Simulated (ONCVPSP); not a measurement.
What one change does to a pseudopotential (Fe (Z = 26), ONCV)

ONCVPSP 4.0.1 input, shortened (lines: element, Z, core and valence counts, functional; n l f; lmax; l rc ep ncon nbas qcut; lloc lpopt rc5 dvloc0; l nproj debl; icmod fcfact rcfact), PBE, fully relativistic:

```
  Fe 26.00    3    4        4      upf
    1    0    2.00
    2    0    2.00
    2    1    6.00
    3    0    2.00
    3    1    6.00
    3    2    6.00
    4    0    2.00
    2
    0    1.15    0.00    5    8    9.30
    1    0.90    0.00    4    7   10.80
    2    0.90    0.00    4    9   14.80
    2    5    0.90    0.00
    0    3    1.80
    1    2    1.50
    2    0    2.20
    3    3.50    1.50
```

Open shells are filled in proportion to 2j + 1.

In the p channel the program set the typed energies aside and used -2.187, 0.250 Ha (j = l + 1/2; the other j can differ).

All-electron outer shells of the reference configuration (PBE, scalar-relativistic, ld1.x):

| shell | level (eV) | outermost node (bohr) | outermost maximum (bohr) |
| --- | --- | --- | --- |
| 2p | -698.45 | – | 0.18 |
| 3s | -94.02 | 0.33 | 0.70 |
| 3p | -60.04 | 0.30 | 0.72 |
| 3d | -7.50 | – | 0.71 |
| 4s | -5.29 | 1.00 | 2.41 |

Change: d: qcut 14.1.

Cutoffs: the cutoffs (Ha) at which the residual kinetic energy of the hardest occupied pseudo-wave falls to 1 and 0.1 mHa per electron; they do not see the model core or the augmentation charge, which bear on the density cutoff. Errors are all-electron minus pseudo energies relative to the spin-unpolarised reference configuration.

Q: How do hardness, ghosts and transferability respond?

A: The potential gets neither clearly harder nor softer (93 Ha and 112 Ha → 89 Ha and 125 Ha); the bound ghost in p disappears; the lowest positive-energy flag moves from s at 227.2 eV to p3/2 at 33.1 eV; of the 4 tests that both files solve, the error grows in 1 and shrinks in 0 by more than 15 % and 0.3 meV (median size 1.0 → 1.2 meV).

```csv
quantity,base,changed
"cutoff, loose",93 Ha,89 Ha
"cutoff, tight",112 Ha,125 Ha
loose cutoff by channel,"s 42 Ha, p 46 Ha, d 93 Ha","s 42 Ha, p 46 Ha, d 89 Ha"
bound ghosts,"p3/2, p1/2",none
GHOST(+) flags under 300 eV,s at 227.2 eV,"p3/2 at 33.1 eV, p1/2 at 111.5 eV"
"largest miss of a reference level, eV",0.09,0.09
"error for 3s2 3p6 3d6 4s1, meV [ΔE 8.73 eV]",+0.4,+0.5
"error for 3s2 3p6 3d6 4s0, meV [ΔE 24.93 eV]",+1.5,+1.9
"error for 3s2 3p6 3d5 4s0, meV [ΔE 59.15 eV]",-3.5,-3.9
"error for 3s2 3p6 3d6.5 4s1.5, meV [ΔE -0.73 eV]",-0.4,-0.4
s: phases at 1.17 bohr within 0.05 rad from the reference energy up to (Ha; the scan ends near 5),to the end of the scan,to the end of the scan
p3/2: phases at 0.91 bohr within 0.05 rad from the reference energy up to (Ha; the scan ends near 5),to the end of the scan,to the end of the scan
p1/2: phases at 0.91 bohr within 0.05 rad from the reference energy up to (Ha; the scan ends near 5),to the end of the scan,3.9
d5/2: phases at 0.91 bohr within 0.05 rad from the reference energy up to (Ha; the scan ends near 5),to the end of the scan,to the end of the scan
d3/2: phases at 0.91 bohr within 0.05 rad from the reference energy up to (Ha; the scan ends near 5),to the end of the scan,to the end of the scan
"rms error of d²Exc/dni dnj with the model core, mHa",5.93,5.95
```

 A true bound ghost makes a file unfit for plane-wave use even where its test errors are small: the radial tests pick states by their node count and pass the ghost by.
